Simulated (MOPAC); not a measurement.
MOPAC input (PM3):

```
PM3 1SCF UHF MS=0.5 GEO-OK AUX(PRECISION=9) THREADS=1
C2HCl2

Cl    1.80969600 1    0.20681000 1   -0.06841000 1
C     0.58737000 1   -0.91028300 1   -0.03211400 1
C    -0.71795300 1   -0.91441100 1    0.01870100 1
Cl   -1.68728500 1    0.54456100 1    0.07125900 1
H    -1.29747900 1   -1.82515300 1    0.03204600 1
```

From the output:

```
                                                       MOPAC v23.2.5 Linux

          FINAL HEAT OF FORMATION =         47.81656 KCAL/MOL =     200.06448 KJ/MOL

          COSMO AREA              =        110.42 SQUARE ANGSTROMS
          COSMO VOLUME            =         95.89 CUBIC ANGSTROMS

          IONIZATION POTENTIAL    =          9.766113 EV
          ALPHA SOMO LUMO (EV)    =         -9.835  0.488
          BETA  SOMO LUMO (EV)    =         -9.766 -0.903
          NO. OF ALPHA ELECTRONS  =         12
          NO. OF BETA  ELECTRONS  =         11
          MOLECULAR WEIGHT        =         95.9359         POINT GROUP:  Cs

          MOLECULAR DIMENSIONS (Angstroms)

            Atom       Atom       Distance
            H     5   Cl     1     3.71396
           Cl     4    C     2     2.46364
            H     5    C     2     0.00000

          SCF CALCULATIONS        =          1

   ATOM   CHEMICAL          X               Y               Z
  NUMBER   SYMBOL      (ANGSTROMS)     (ANGSTROMS)     (ANGSTROMS)

     1      Cl          1.80969600  *   0.20681000  *  -0.06841000  *
     2       C          0.58737000  *  -0.91028300  *  -0.03211400  *
     3       C         -0.71795300  *  -0.91441100  *   0.01870100  *
     4      Cl         -1.68728500  *   0.54456100  *   0.07125900  *
     5       H         -1.29747900  *  -1.82515300  *   0.03204600  *

                             CARTESIAN COORDINATES

   1   Cl        1.809696000     0.206810000    -0.068410000
   2    C        0.587370000    -0.910283000    -0.032114000
   3    C       -0.717953000    -0.914411000     0.018701000
   4   Cl       -1.687285000     0.544561000     0.071259000
   5    H       -1.297479000    -1.825153000     0.032046000

           Empirical Formula: C2 H Cl2  =     5 atoms

      MOLECULAR POINT GROUP   :   Cs

          ALPHA EIGENVALUES
 -55.94226 -54.79994 -30.04752 -19.51343 -16.03678 -15.56973 -13.26731 -11.94726
 -11.23644 -10.77689 -10.00784  -9.83493   0.48824   0.72231   1.40142   4.02526
   4.47918

           BETA EIGENVALUES
 -55.63124 -54.51916 -29.59246 -18.91202 -15.64675 -14.94387 -12.92740 -11.27136
 -11.26853 -10.75245  -9.76611  -0.90255   1.02647   1.18675   1.65647   4.05561
   5.07311

              NET ATOMIC CHARGES AND DIPOLE CONTRIBUTIONS

  ATOM NO.   TYPE          CHARGE      No. of ELECS.   s-Pop       p-Pop
    1         Cl           0.205311        6.7947     1.97488     4.81981
    2          C          -0.217816        4.2178     1.36471     2.85311
    3          C          -0.176517        4.1765     1.21553     2.96099
    4         Cl           0.049814        6.9502     1.98124     4.96894
    5          H           0.139208        0.8608     0.86079
 DIPOLE           X         Y         Z       TOTAL
 POINT-CHG.     0.508     0.841    -0.011     0.983
 HYBRID        -0.316    -0.622     0.006     0.697
 SUM            0.192     0.220    -0.005     0.292

          ATOMIC ORBITAL ELECTRON POPULATIONS

     Atom    s        px        py        pz
    1 Cl   1.97488   1.41521   1.45739   1.94721
    2  C   1.36471   0.94485   0.89267   1.01559
    3  C   1.21553   0.93620   0.95509   1.06970
    4 Cl   1.98124   1.67758   1.32558   1.96579
    5  H   0.86079

                    (SZ)    =    0.500000
                    (S**2)  =    0.924237

          ATOMIC ORBITAL SPIN POPULATIONS

    Atom   Total    s     px     py     pz
         Atomic
    1 Cl  0.0952  0.002 -0.054  0.122  0.025
    2  C  1.2734  0.195  0.152  0.554  0.372
    3  C -0.5017 -0.023 -0.048 -0.054 -0.376
    4 Cl  0.0843 -0.001  0.043  0.063 -0.021
    5  H  0.0488  0.049

 **********************
 *                    *
 * JOB ENDED NORMALLY *
 *                    *
 **********************

 == MOPAC DONE ==
```

The geometry given is a B3LYP-D3(BJ)/def2-TZVP minimum.

The determinant is spin-contaminated: <S^2> is 0.92 against 0.75 for a pure state.
